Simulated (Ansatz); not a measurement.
Calculated with Ansatz (gas phase, PBE0-D4/def2-TZVP geometries, no zero-point term in ΔE). CBS: MP2 limit from def2 TZ/QZ plus the TZ coupled-cluster correction, frozen cores. This one scheme is used for every species. Functionals use def2-TZVPP. For Ge outer-core shells are correlated without core-valence functions, which leaves a few kJ/mol of doubt a bond. Scalar relativity is left out up to krypton. Each species was taken in one conformer, which may not be the lowest.

Consider the ligand exchange at the Si–S bond: `F[Si](Cl)(Cl)S[SiH2]Cl` + `[NH2][GeH3]` → `Cl[SiH2][NH][GeH3]` + `F[Si](S)(Cl)Cl`.

`F[Si](Cl)(Cl)S[SiH2]Cl`:

```xyz
9

F    -1.878    0.547    1.236
Si   -0.404    0.055    1.531
Cl    0.035    0.520    3.448
Cl   -0.410   -1.954    1.273
S     0.979    1.045    0.298
Si    0.421    0.196   -1.590
Cl    1.547   -1.450   -2.033
H    -1.002   -0.197   -1.569
H     0.712    1.239   -2.593
```

`[NH2][GeH3]`:

Z-matrix (Å, degrees):
```
Ge
N 1 1.843
H 1 1.536 2 106.9
H 1 1.548 2 114.5 3 -120.5
H 1 1.536 2 106.8 3 119.0
H 2 1.011 1 113.7 3 59.1
H 2 1.011 1 113.6 3 -176.9
```

`Cl[SiH2][NH][GeH3]`:

```xyz
10

Cl   -2.277    0.656    1.609
Si   -0.282    0.106    1.517
N     0.146   -0.695    0.080
Ge    0.444    0.097   -1.563
H     0.484    1.368    1.605
H    -0.057   -0.788    2.675
H    -0.053   -1.684    0.038
H     0.754    1.570   -1.267
H    -0.796   -0.027   -2.465
H     1.638   -0.603   -2.230
```

`F[Si](S)(Cl)Cl`:

Z-matrix (Å, degrees):
```
Si
S 1 2.099
Cl 1 2.021 2 107.3
F 1 1.581 2 111.6 3 -118.5
Cl 1 2.027 2 112.9 3 122.3
H 2 1.346 1 92.8 3 -175.8
```

Is it downhill or uphill in electronic energy at CCSD(T)/CBS, and by how much? (Best estimate.)

Computed: Downhill: ΔE = -2.8 kcal/mol.

What do these levels give: PBE0-D4, ωB97X-V, PBE, MP2/def2-TZVPP, MP2/def2-QZVPP, CCSD/CBS(def2)? (Estimate.)

Computed: PBE0-D4 -0.9, ωB97X-V -2.9, PBE -1.3, MP2/def2-TZVPP -2.8, MP2/def2-QZVPP -2.3, CCSD/CBS(def2) -3.6 kcal/mol.

Largest T1 diagnostic among the species: 0.011.

The D4 term adds +1.8 kcal/mol with B3LYP and +1.1 kcal/mol with PBE0; it sums over pairs of atoms, weighted by their polarisabilities, and B3LYP, whose exchange is more repulsive, gets the larger term. In def2-TZVPP, CCSD(T) changes the Hartree–Fock value by +2.9 kcal/mol (the triples alone add +0.8 kcal/mol) and MP2 by +3.9 kcal/mol.

B3LYP here is the variant with VWN-RPA as its local correlation; programs differ in this.
